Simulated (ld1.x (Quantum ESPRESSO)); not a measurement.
**Ranking TM potentials for S**

All share these settings but for the change named:

```json
{
  "Element": "sulfur (S)",
  "Generator": "ld1.x (Quantum ESPRESSO) 7.5",
  "Type": "norm-conserving Troullier–Martins (Kleinman–Bylander form)",
  "Functional": "PW91",
  "Relativity": "scalar-relativistic",
  "Frozen core": "[Ne]",
  "Valence charge": "6",
  "Reference configuration": "3s2 3p2 (charge +2)",
  "Partial waves": "3p (bound): rc 1.40 bohr; 3s (bound): rc 1.25 bohr",
  "Local potential": "the s channel",
  "Core correction": "Bessel-smoothed model core inside 1.25 bohr"
}
```

Test errors are all-electron minus pseudo excitation energies from the reference, over 3s2 3p4; 3s2 3p3; 3s2 3p1; 3s1 3p5; 3s2 3p4.3; 3s2 3p0; 3s2 3p3.5. None of these files shows a bound ghost.

The base gives 95.1 meV.

Of 6 variants that were run, those that failed, showed a ghost or another fault, or gave nearly equal values are left out.

A variant can come out equal or close to the base, since the largest error may sit in a test that the change hardly touches while other tests move.

(1) Rank these variants by their largest absolute test error, smallest first.
A. wave 3s (bound): rc 1.25 bohr becomes 3s (bound): rc 1.00 bohr
B. wave 3s (bound): rc 1.25 bohr becomes 3s (bound): rc 1.62 bohr
C. wave 3s (bound): rc 1.25 bohr becomes 3s (bound): rc 1.86 bohr
D. wave 3s (bound): rc 1.25 bohr becomes 3s (bound): rc 1.40 bohr

Answers

(1) D (92.5 meV), B (108.5 meV), A (134.7 meV), C (163.2 meV).
